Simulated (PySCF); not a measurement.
Mg(OH)(SiH3) (H4MgOSi), SMILES [Mg]([SiH3])[OH].

The structure is a stationary point at ωB97X-D3(BJ)/def2-TZVP. One conformer was computed; it need not be the lowest.

Level of theory: M06-2X/def2-TZVPD in PySCF.

Isolated molecule, no solvent.

Computed frontier levels, gap, dipole moment and polarisability:
highest occupied level: -8.23 eV
lowest empty level: -0.67 eV
orbital gap: 7.56 eV
dipole moment: 0.63 D
quadrupole, principal values (traceless, Buckingham form, about the centre of nuclear charge): -6.86, 3.43, 3.43 D·Å
mean static polarisability: 65.5 bohr³ (9.70 Å³)
polarisability, principal values: 56.9, 56.9, 82.6 bohr³
